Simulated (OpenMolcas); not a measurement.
## Lines of C I: computed and rescaled rates

```
Program             : OpenMolcas
Method              : RASSCF
Basis               : ANO-RCC-VTZP [4s3p2d1f]
Scalar Hamiltonian  : DKH2, point nucleus
Active space        : 4 electrons in 9 orbitals (RAS2 2s 2p; RAS3 3d, at most 2 electrons)
State averaging     : 2S+1 = 3 even, 3 roots; 2S+1 = 1 even, 6 roots; 2S+1 = 5 odd, 1 root; 2S+1 = 3 odd, 8 roots
Spin-orbit coupling : RASSI with atomic mean-field integrals over the reference wave functions, term energies averaged over their components
```

Rates come from the transition moments of the reference wave functions (E1 and E2 in the length form). At fixed line strength A goes as λ^-3 for E1 and M1 and as λ^-5 for E2, so a rate at the computed wavelength can be rescaled to the measured one. Measured vacuum wavelengths follow from level energies in NIST Handbook of Basic Atomic Spectroscopic Data. Branching counts decays inside the model space alone, at computed energies, and the table is only a selection of the E2 and M1 lines, drawn from those between levels with measured partners whose computed energy lies within a factor of 1.5 of the measured one.

```tsv
Upper	Lower	Type	λ computed (nm)	λ measured (nm)	A computed (s-1)	A rescaled (s-1)	Branching %
2s2 2p2 1D2	2s2 2p2 3P2	M1	791.7	985.3	2.23e-04		74.4
2s2 2p2 1D2	2s2 2p2 3P1	M1	789.9	982.7	7.50e-05		25.0
2s2 2p2 1S0	2s2 2p2 1D2	E2	727.9	873	1.20e+00	4.84e-01	99.8
```

Spin-changing lines and M1 lines between different terms are not rescaled, since their strength hangs on the term gaps too.

The largest correction is for 2s2 2p2 1S0 → 2s2 2p2 1D2 (E2): 1.20e+00 × (727.9 / 873)^5 = 4.84e-01 s-1, a factor of 0.40.

No measured rate stands beside these. Rescaling mends the energy factor alone: line strengths can still be far off where a level mixes with configurations outside the active space, and weak or spin-changing lines hang on small mixing coefficients that depend on the term gaps too, so rescaling need not improve them.

Without dynamic correlation excited terms often stand tens of per cent too high (terms of higher spin than the ground term too low), and those without a measured partner can miss by more than the paired ones. Active for correlation alone: 3d; no level in the range computed is led by a configuration that fills it, so any true level of that kind is missing. Computed and measured levels are paired by configuration, term and J; levels that our copy of the source lacks, or whose pairing is in doubt (as where it misses far off the trend of its configuration), stay unpaired. Only configurations of the active space appear.
